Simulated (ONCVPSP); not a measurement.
# PBE ONCV dataset for gold, scalar-relativistic all-electron reference.

* Element: Au (Z = 79)
* Generator: ONCVPSP 4.0.1
* Type: optimised norm-conserving Vanderbilt (ONCV)
* Functional: PBE
* Relativity: scalar-relativistic
* Frozen core: [Xe] 4f14
* Valence charge: 11
* Reference configuration: 5d10 (charge +1)
* Partial waves: s scattering state at 0.1 Ha: rc 2.55 bohr, ncon 4, nbas 8, qcut 2.3 1/bohr, 2 projectors, debl 1.8 Ha; p scattering state at 0.08 Ha: rc 2.05 bohr, ncon 4, nbas 7, qcut 3.7 1/bohr, 2 projectors, debl 2.7 Ha; 5d: rc 2.05 bohr, ncon 4, nbas 9, qcut 6.3 1/bohr, local; f scattering state at 0.11 Ha: rc 2.35 bohr, ncon 4, nbas 7, qcut 5 1/bohr, 1 projector
* Local potential: the d channel
* Core correction: Teter function, fcfact 5.75, rcfact 1.35

In the s channel the program set the typed energies aside and used 0.050, 1.850 Ha. In the p channel the program set the typed energies aside and used 0.050, 2.750 Ha.

All-electron outer shells of the reference configuration (PBE, scalar-relativistic, ld1.x):

```json
{"shell": "5d", "level (eV)": "-15.33", "outermost node (bohr)": "0.56", "outermost maximum (bohr)": "1.21"}
```

Results:

- Cutoffs needed: 16 Ha and 19 Ha (the cutoffs (Ha) at which the residual kinetic energy of the hardest occupied pseudo-wave falls to 1 and 0.1 mHa per electron)
- Ghost test: ghosts flagged at negative energy: p at -308.4 eV; GHOST(+) flagged for s at 14.5 eV, p at 52.4 eV, f at 432.5 eV; a true bound ghost makes a file unfit for plane-wave use
- Largest excitation error: -225 meV (all-electron minus pseudo) for 5d8, out of 4 test configurations
- rms error of d²Exc/dni dnj: 8.27 mHa without and 0.60 mHa with the model core

Generation and tests took about 4.8 s on one core of a shared server CPU.
